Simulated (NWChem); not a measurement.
## Excited singlets of silacyclobutane (C₃H₈Si) by symmetry

```xyz
12

C     -1.0020    -0.9058     0.0000
C     -0.1456    -0.3997    -1.2064
Si     0.6468     0.8460     0.0000
C     -0.1456    -0.3997     1.2064
H     -1.2009    -1.9913     0.0000
H     -1.9825    -0.4013     0.0000
H      0.5849    -1.1606    -1.5285
H     -0.7046    -0.0655    -2.0928
H     -0.0028     2.1919     0.0000
H      2.1294     1.0413     0.0000
H      0.5849    -1.1606     1.5285
H     -0.7046    -0.0655     2.0928
```
Charge 0, spin multiplicity 1.

Everything below was run with NWChem. All single points use one geometry, from B3LYP/def2-SVP, a minimum by its harmonic frequencies. It is one conformer; others weren't searched.

Basis set: 6-31+G*. Symmetry labels belong to the abelian group Cs used in the runs, with the axes of the coordinates shown. Entries are the lowest vertical excitation energy of each symmetry in eV (for CIS and TDDFT among the lowest few roots); a state of one symmetry need not have the same character in every method. Symmetries that some method's roots don't reach, or where a double excitation leads the EOM-CCSD root, are left out.

The correlated methods keep 8 core orbitals frozen. B3LYP has NWChem's definition, with VWN1-RPA local correlation. The Pople sets run with spherical d functions. No row is a measurement; the coupled-cluster row has its own basis-set and correlation limits.

```json
[
 {"method": "CIS", "a\"": "7.83", "a'": "8.22"},
 {"method": "TD-PBE", "a\"": "6.08", "a'": "6.27"},
 {"method": "TD-B3LYP", "a\"": "6.50", "a'": "6.73"},
 {"method": "TD-PBE0", "a\"": "6.65", "a'": "6.95"},
 {"method": "EOM-CCSD", "a\"": "6.95", "a'": "7.26"}
]
```
